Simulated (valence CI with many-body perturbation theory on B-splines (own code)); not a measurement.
Results of a calculation; reference values are marked as such.
**From CI to CI+MBPT in Gd²²⁺**

Method: relativistic CI+MBPT: six valence electrons over a frozen Dirac-Fock core [Kr], radial functions for each j: 7 s, 7 p, 8 d, 6 f, 4 g, 1 h, with the one-electron correlation potential Σ1, the two-electron term Σ2, the three-electron term Σ3, Breit, model QED; selected CI, second order for the rest, scaled by the run's own slope (own B-spline code, finite nucleus).

No measured spectrum was set against this ion. As an estimate, terms of the open shell hold to 2 to 4 % of their energy, and close levels can change places. Core correlation moves these levels by up to 9300 cm⁻¹, and in measured spectra 5 to 20 % of such shifts remained as error; rates that hang on mixing are uncertain with them. Among the levels kept, up to 960 cm⁻¹ of a level comes from second order outside the variational space, and about a tenth of that is noise between levels of different J, which matters for small intervals. Only levels of the ground parity were solved; by the run's estimate the other parity begins above the list, which can be wrong where configurations are misplaced.

Each rung adds one term. CI alone is the Dirac-Coulomb CI over the frozen core; QED comes last and gives the full result, which names the levels. Energies are above (4d3/2^4 4d5/2^2) J=4 on the same rung, in cm⁻¹. A blank means that the level has no clear partner on that rung.

Levels are named by their leading jj configuration (3d3/2^4 stands for four electrons in 3d with j = 3/2), which in mixed levels can hold well under half, so a name can repeat and another be missing. Letters in brackets count levels of one name in rising energy.

| Level | CI alone | Σ1 | Σ2 | Σ3 | Breit | QED | Full |
| --- | --- | --- | --- | --- | --- | --- | --- |
| (4d3/2^4 4d5/2^2) J=2 | 17435 | -2.4 | +203 | -1491 | +259 | -3.7 | 16400 |
| (4d3/2^3 4d5/2^3) J=3 [a] | 40030 | +468 | +1002 | +555 | -1056 | +148 | 41147 |
| (4d3/2^4 4d5/2^2) J=0 | 41009 | +183 | +2063 | -1132 | -92 | +58 | 42089 |
| (4d3/2^3 4d5/2^3) J=1 [a] | 50095 | +480 | +1612 | -85 | -931 | +152 | 51324 |
| (4d3/2^3 4d5/2^3) J=4 [a] | 56828 | +361 | -992 | -811 | -834 | +108 | 54661 |
| (4d3/2^3 4d5/2^3) J=5 | 75223 | +458 | -2519 | -1309 | -1253 | +127 | 70727 |
| (4d3/2^3 4d5/2^3) J=6 | 77284 | +482 | -3143 | -1301 | -1520 | +130 | 71932 |
| (4d3/2^3 4d5/2^3) J=2 [a] | 86179 | +491 | -851 | -2677 | -979 | +140 | 82303 |
| (4d3/2^3 4d5/2^3) J=3 [b] | 88058 | +494 | -1007 | -1970 | -1089 | +141 | 84627 |
| (4d3/2^2 4d5/2^4) J=2 [a] | 97495 | +781 | +1223 | -1122 | -1752 | +243 | 96868 |
| (4d3/2^3 4d5/2^3) J=1 [b] | 112567 | +579 | -1538 | -2969 | -990 | +164 | 107814 |
| (4d3/2^3 4d5/2^3) J=4 [b] | 113470 | +640 | -1209 | -2385 | -1513 | +180 | 109184 |
| (4d3/2^3 4d5/2^3) J=0 |  |  |  | -4384 | -618 | +117 | 110622 |
| (4d3/2^3 4d5/2^3) J=2 [b] | 116166 | +640 | +711 | -2636 | -1445 | +200 | 113635 |
| (4d3/2^2 4d5/2^4) J=0 [a] |  |  |  | -1719 | -1709 | +243 | 115576 |
| (4d3/2^3 4d5/2^3) J=3 [c] | 126198 | +607 | -2147 | -3654 | -1093 | +157 | 120068 |
| (4d3/2^2 4d5/2^4) J=4 [a] | 123184 | +897 | -121 | -1595 | -2296 | +275 | 120343 |
| (4d3/2^2 4d5/2^4) J=5 | 132236 | +978 | -1419 | -1411 | -2636 | +290 | 128038 |
| (4d3/2^2 4d5/2^4) J=3 [a] | 135151 | +771 | -952 | -2974 | -1877 | +241 | 130360 |

The middle columns are the shifts that each term adds.

How does the ionisation energy move along the ladder, and which term matters most?

CI alone 714.51, + Σ1 716.79, + Σ2 720.36, + Σ3 720.83, + Breit 720.65, + QED 720.68 eV. The largest step is Σ2, 3.56 eV. NIST lists 719 ± 4 eV (theoretical).
